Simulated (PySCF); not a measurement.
Species: C4H10FSi (charge +1).
SMILES with atom numbers: `[CH3:1][Si+:2]([CH3:3])[CH2:4][CH2:5][F:6]` (hydrogens: H7, H8, H9 on C1; H10, H11, H12 on C3; H13, H14 on C4; H15, H16 on C5)

Structure used (GFN2-xTB), in Å, numbered top down from 1:
```xyz
16
C4H10FSi angstrom
C     -1.4736   -1.4546    0.7427
Si    -0.6442   -0.0126   -0.1293
C     -1.2328    1.7727   -0.0673
C      1.0019   -0.3803   -1.0140
C      2.1152   -0.0137   -0.0258
F      1.6148   -0.1770    1.2533
H     -2.2418   -1.1211    1.4403
H     -1.9482   -2.1375    0.0374
H     -0.7423   -2.0338    1.3106
H     -0.9249    2.2463    0.8665
H     -0.8253    2.3720   -0.8839
H     -2.3196    1.8424   -0.1147
H      1.1399    0.1746   -1.9424
H      1.0683   -1.4422   -1.2650
H      2.4148    1.0336   -0.1043
H      2.9900   -0.6598   -0.1157
```

Computed, not measured: TDDFT CAM-B3LYP/def2-SVPD, vertical, gas phase, core orbitals frozen in the response in PySCF.

Kohn–Sham orbitals with the atoms that hold most of them (Löwdin shares over 4%, at most four atoms; ? is withheld):

```tsv
orbital	ε (eV)	atoms
LUMO+2	-2.33	Si2 14%, C4 13%, C5 13%, C3 11%
LUMO+1	-3.48	Si2 37%, C3 15%, C1 12%, C4 6%
LUMO	-6.37	?
HOMO	?	?
HOMO-1	-15.77	F6 20%, C4 17%, C5 17%, C1 15%
HOMO-2	-16.21	C3 22%, C1 18%, Si2 17%, F6 11%
HOMO-3	-16.35	F6 40%, C4 24%, C5 10%, H13 8%
```

(1) Give the leading atoms of the LUMO.

(2) Which atoms hold the HOMO, and with what shares?

(3) What is the HOMO energy, and the HOMO–LUMO gap?

Answers

(1) Si2 (bonded to 3 C) 52%; C3 (bonded to Si and 3 H) 12%; C1 (bonded to Si and 3 H) 11%; C4 (bonded to C, Si and 2 H) 8%. By element: silicon 52%, carbon 31% or more.

(2) C4 (bonded to C, Si and 2 H) 21%; C5 (bonded to C, F and 2 H) 17%; Si2 (bonded to 3 C) 12%; F6 (bonded to C) 12%. By element: carbon 39% or more, silicon 12%, fluorine 12%.

(3) ε(HOMO) = -15.34 eV; the gap is 8.97 eV (0.3298 hartree).

How does S1 compare with the orbital gap of 8.97 eV?

S1 is at 5.23 eV (f = 0.0051), 3.74 eV below the gap, made of HOMO→LUMO (82%), HOMO-1→LUMO (8%). 

Next come S2 at 5.61 eV (f 0.0018), HOMO-1→LUMO (56%), HOMO-2→LUMO (40%); S3 at 6.33 eV (f 0.0041), HOMO-2→LUMO (57%), HOMO-1→LUMO (34%); S4 at 6.61 eV (f 0.0013), HOMO-3→LUMO (91%); S5 at 7.64 eV (f 0.0005), HOMO-4→LUMO (96%).

One conformer stands for the species.
